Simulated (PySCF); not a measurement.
C₃H₁₄OSi₃.
SMILES: `CC[C@H]([SiH3])[SiH2]O[SiH3]`

Torsions of this conformer, `[CH3:1][CH2:2][C@H:3]([SiH3:4])[SiH2:5][O:6][SiH3:7]`: C1–C2–C3–Si4 65°, C2–C3–Si5–O6 -167°, C3–Si5–O6–Si7 35°.

The closed-shell ground state was solved at several levels (PySCF, density fitting, gas phase, non-relativistic). Geometry: PBE0-D3(BJ)/def2-SVP, one conformer, isolated molecule.

| level | basis functions | HOMO (eV) | LUMO (eV) | gap (eV) | dipole (D) |
| --- | --- | --- | --- | --- | --- |
| PBE0/pcSseg-1 | 210 | -8.04 | 0.13 | 8.17 | 1.11 |
| KT3/pcSseg-1 | 210 | -6.87 | -0.76 | 6.11 | 1.05 |

What might B3LYP/def2-SVPD (267 basis functions) give for the same quantities?

HOMO -7.80 eV, LUMO -0.28 eV, gap 7.52 eV, dipole 1.14 D.

Over all these levels, which gives the widest orbital gap and which the narrowest?

PBE0/pcSseg-1 (global hybrid, 25 % exact exchange) has the widest, 8.17 eV, and KT3/pcSseg-1 (GGA) the narrowest, 6.11 eV. The two share the basis. From the narrowest to the widest the HOMO moves by -1.17 eV and the LUMO by +0.89 eV.

How far do the dipole and the HOMO energy spread over the levels?

The dipole runs from 1.05 to 1.14 D (mean 1.10 D) and the HOMO from -8.04 to -6.87 eV.
